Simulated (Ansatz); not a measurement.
The cluster Ti₄. The state is a triplet with charge 0. Geometry PBE-D4/def2-SVP, that of the charge +1 doublet; atoms count from 1.

```xyz
4

Ti    0.116    0.349    1.475
Ti   -1.414    0.294   -0.476
Ti    0.998    0.835   -0.807
Ti    0.299   -1.478   -0.192
```

The charge 0 triplet is spin-contaminated (final ⟨S²⟩ up to 4.49, 2.00 for a pure state). The structure comes from a short search, and lower isomers may exist.

Q: Estimate the Mulliken populations from the PBE0/def2-TZVP orbitals of Ansatz.

A: 
```csv
atom,charge (e),spin (α − β),d electrons
Ti1,0.07,1.62,2.76
Ti2,-0.02,1.41,2.76
Ti3,-0.11,1.67,2.73
Ti4,0.06,-2.69,2.91
```
Mulliken values and Mayer orders depend strongly on the basis.

Q: Where does the spin sit?

A: Summed by element: Ti 2.00, of 2 unpaired in all. Largest on single atoms: Ti4 -2.69, Ti3 1.67, Ti1 1.62.

Q: And the Mayer bond orders between bonded heavy atoms (over 0.3)?

A: Ti1–Ti2 1.43 (2.48 Å); Ti1–Ti3 1.29 (2.50 Å); Ti1–Ti4 1.16 (2.48 Å); Ti2–Ti3 1.32 (2.49 Å); Ti2–Ti4 1.20 (2.48 Å); Ti3–Ti4 1.17 (2.49 Å).
